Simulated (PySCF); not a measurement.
## Tin: highly charged ions in a basis for the neutral atom

Sn(9+) [Kr] 4d5, Sn(10+) [Kr] 4d4. Calculation: PySCF 2.14, in cc-pVTZ-PP with ECP28MDF (5s4p3d1f, 39 functions); a scalar-relativistic core potential. No spin-orbit coupling, so a gap to NIST mixes the basis error with missing relativistic terms.

Changed run: basis of the neutral atom used for a highly charged ion. This setting is unsound on purpose.

| species | method | sound run (hartree) | changed run (hartree) | converged |
| --- | --- | --- | --- | --- |
| Sn(9+) | UHF | not run | -188.67659 | yes |
| Sn(9+) | PBE | not run | -189.13103 | yes |
| Sn(9+) | B3LYP | not run | -189.18024 | yes |
| Sn(10+) | UHF | not run | -181.71183 | yes |
| Sn(10+) | PBE | not run | -182.16606 | yes |
| Sn(10+) | B3LYP | not run | -182.20951 | yes |

Ionisation energy of Sn(9+):

| method | changed run (eV) | NIST (eV) |
| --- | --- | --- |
| UHF | 189.52 | 184 ± 2.2 |
| PBE | 189.53 | 184 ± 2.2 |
| B3LYP | 189.68 | 184 ± 2.2 |

The contracted functions were made for the neutral atom and can be too rigid for a highly charged ion.
